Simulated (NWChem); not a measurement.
Molecule: CH6OSi2, singlet; SMILES CO[Si][SiH3]

```xyz
10

Si     0.9683     0.1348     0.0000
O     -0.4177     1.0771     0.0000
C     -0.4300     2.4833     0.0000
H     -0.9654     2.8465    -0.8915
H     -0.9654     2.8465     0.8915
H      0.5908     2.9085     0.0000
Si    -0.3174    -1.9210     0.0000
H      0.5458    -3.1469     0.0000
H     -1.1982    -1.9821    -1.2131
H     -1.1982    -1.9821     1.2131
```
Atoms are numbered in this order, from 1.

Results from NWChem. Low-valent species are run as closed-shell singlets; no triplet was tried in these runs. Coordinates come from a PBE0/def2-SVP optimisation.

Predict the results for MPW1K/def2-SVP. Quantities: highest occupied level (eV); orbital gap (eV); dipole (D).


```
Property                     Result
---------------------------  ------
highest occupied level (eV)   -6.79
orbital gap (eV)               5.00
dipole (D)                     1.92
```
